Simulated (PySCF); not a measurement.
## Working with the constants of Tl₂

UHF-CCSD(T) constants of Tl₂, ³Πu (triplet), unpaired electrons σ ↑, π ↑ (PySCF, scalar-relativistic core potentials, basis sets Tl def2-TZVPP with ECP60; masses 204.9744 and 204.9744 u):

* ωe: 81.9 cm⁻¹
* ωexe: 0.173 cm⁻¹
* Be: 0.017069 cm⁻¹
* αe: 5.32e-05 cm⁻¹
* D (centrifugal): 2.96e-09 cm⁻¹
* De to Tl + Tl: 1.07 eV

(1) Give the vibrational terms G(v) and spacings up to v = 6.

(2) How well does the Morse estimate ωe²/(4ωexe) reproduce De, and what is D0?

Correlated steps freeze 8 core orbitals. These are scalar-relativistic numbers at best; spin–orbit coupling would shift them, the dissociation energy most. The state is the lowest determinant that a PBE0 search found; another state may lie lower at other levels.

Answers

(1) G(v) = ωe(v+½) − ωexe(v+½)².

```csv
v,G(v) (cm⁻¹),G(v) − G(v−1),Bv (cm⁻¹)
0,40.9,,0.01704
1,122.5,81.6,0.01699
2,203.7,81.2,0.01694
3,284.5,80.9,0.01688
4,365.0,80.5,0.01683
5,445.2,80.2,0.01678
6,525.0,79.8,0.01672
```

(2) It gives 1.20 eV, 112 % of the computed De. D0 = De − G(0) = 1.07 − 0.01 = 1.06 eV.
